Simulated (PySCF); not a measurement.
Partial charges of `C[N+](C)([AlH3-])COC(F)F`

Species: C4H12AlF2NO.
SMILES with atom numbers: `[CH3:1][N+:2]([CH3:3])([AlH3-:4])[CH2:5][O:6][CH:7]([F:8])[F:9]` (hydrogens: H10, H11, H12 on C1; H13, H14, H15 on C3; H16, H17, H18 on Al4; H19, H20 on C5; H21 on C7)

Cartesian coordinates in Å at the PBE0-D3(BJ)/def2-SVP level; atoms count from 1:
```
atom  x, y, z in Å
C1    -1.0083    1.3051   -0.5462
N2    -0.6636   -0.0474   -0.0766
C3    -0.8626   -1.0432   -1.1445
Al4   -1.9482   -0.5318    1.5083
C5     0.6870   -0.0992    0.4463
O6     1.5901    0.2507   -0.5764
C7     2.8856    0.3727   -0.1944
F8     3.5596    0.8572   -1.2315
F9     3.3991   -0.8342    0.1192
H10   -0.8840    2.0171    0.2814
H11   -0.3666    1.6026   -1.3889
H12   -2.0611    1.3131   -0.8565
H13   -0.6376   -2.0435   -0.7507
H14   -1.9146   -1.0193   -1.4576
H15   -0.2106   -0.8303   -2.0050
H16   -1.4279   -2.0208    1.8158
H17   -3.3544   -0.3639    0.7542
H18   -1.5099    0.6188    2.5441
H19    0.7627    0.6056    1.2941
H20    0.8838   -1.1206    0.8100
H21    3.0160    1.0354    0.6839
```

Density: PBE0/pcSseg-1 (PySCF); schemes: Mulliken, IAO, Hirshfeld and ESP-fitted. The structure is a single PBE0-D3(BJ)/def2-SVP conformer in the gas phase; no vibrational or solvent corrections.

Task: What partial charge does each atom carry?

Result: In e:

```tsv
atom	environment	Mulliken	IAO	Hirshfeld	ESP-fitted
C1	N-methyl carbon	-0.102	-0.310	-0.055	-0.372
N2	nitrogen bonded to Al and 3 C	-0.787	-0.186	-0.021	-0.049
C3	N-methyl carbon	-0.101	-0.310	-0.053	-0.395
Al4	aluminium bonded to N and 3 H	+0.609	+0.406	+0.291	+0.680
C5	sp3 carbon bound to oxygen	+0.258	+0.040	+0.062	-0.227
O6	ether oxygen	-0.494	-0.381	-0.129	-0.173
C7	CHF2 carbon	+0.680	+0.616	+0.208	+0.421
F8	fluorine of a CF2 group	-0.260	-0.277	-0.092	-0.198
F9	fluorine of a CF2 group	-0.292	-0.307	-0.107	-0.199
H10	methyl hydrogen	+0.149	+0.160	+0.057	+0.166
H11	methyl hydrogen	+0.144	+0.153	+0.045	+0.149
H12	methyl hydrogen	+0.156	+0.165	+0.059	+0.173
H13	methyl hydrogen	+0.153	+0.164	+0.059	+0.180
H14	methyl hydrogen	+0.155	+0.163	+0.060	+0.168
H15	methyl hydrogen	+0.144	+0.153	+0.047	+0.173
H16	Al–H hydrogen	-0.265	-0.227	-0.196	-0.315
H17	Al–H hydrogen	-0.262	-0.221	-0.193	-0.304
H18	Al–H hydrogen	-0.272	-0.230	-0.198	-0.318
H19	methylene hydrogen	+0.147	+0.145	+0.052	+0.171
H20	methylene hydrogen	+0.161	+0.159	+0.052	+0.182
H21	methine hydrogen	+0.078	+0.125	+0.051	+0.087
```

Mean size of the charges over all atoms: Mulliken 0.270 e, ESP-fitted 0.243 e, IAO 0.233 e, Hirshfeld 0.099 e. Each set sums to the total charge, 0, to within 0.001 e. The IAO scheme counts the electrons in orthogonalised intrinsic atomic orbitals, a minimal basis polarised so that it spans the occupied orbitals exactly. The Mulliken scheme counts on each atom the diagonal of the density matrix times the overlap matrix over that atom's basis functions.

Lowest charge. The schemes don't all agree: Mulliken N2 (-0.787); IAO O6 (-0.381); Hirshfeld H18 (-0.198); ESP-fitted C3 (-0.395).

Highest charge. The schemes don't all agree: Mulliken C7 (+0.680); IAO C7 (+0.616); Hirshfeld Al4 (+0.291); ESP-fitted Al4 (+0.680).

Task: How closely do the schemes follow one another over all atoms?

Result: Correlation coefficient and root-mean-square difference: IAO with ESP-fitted 0.90, 0.120 e; Hirshfeld with ESP-fitted 0.89, 0.179 e; IAO with Hirshfeld 0.89, 0.165 e; Mulliken with IAO 0.88, 0.164 e; Mulliken with Hirshfeld 0.82, 0.243 e; Mulliken with ESP-fitted 0.73, 0.233 e.

Task: How many electrons does the IAO scheme count on C7?

Result: Z − q = 6 − (+0.616) = 5.384.

These values come from a run that also computed NMR shieldings. The run took 52 s (grids of density and orbitals included) on one thread, Arm Neoverse V1 (aarch64) (shared host), and the process peaked at 1.0 GiB of memory.
